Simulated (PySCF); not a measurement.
## Radial density of Cr (chromium, neutral)

UHF, [Ar] 3d5 4p1, high-spin 7P determinant (an excited configuration). Computed with PySCF 2.14 in aug-cc-pVTZ-DK (8s7p5d3f2g, 93 functions), with scalar relativity by spin-free X2C-1e.

```csv
r (bohr),4πr²ρ (e/bohr),4πr²(ρα − ρβ)
0.000867,0.1251,0.0000
0.00146,0.3201,0.0000
0.00245,0.8053,-0.0001
0.00413,1.971,-0.0002
0.00694,4.609,-0.0004
0.0117,9.926,-0.0009
0.0196,18.53,-0.0017
0.0330,27.13,-0.0023
0.0556,27.51,-0.0008
0.0935,21.87,0.0069
0.157,28.27,0.0650
0.264,27.52,0.4679
0.445,10.91,1.8220
0.748,13.43,3.4245
1.26,7.437,2.8020
2.12,1.380,1.0632
3.56,0.3303,0.3283
5.99,0.1507,0.1507
10.1,0.01971,0.0197
16.9,0.0002263,0.0002
```

Densities and radii are taken from the X2C orbitals without a picture-change correction, which distorts them close to the nucleus.

Task: Where is the radial spin density 4πr²(ρα − ρβ) most negative, and why is it negative at all?

Result: Around r = 0.0330 bohr, down to -0.0023 e/bohr: exchange with the open shell polarises the paired shells in an unrestricted calculation.
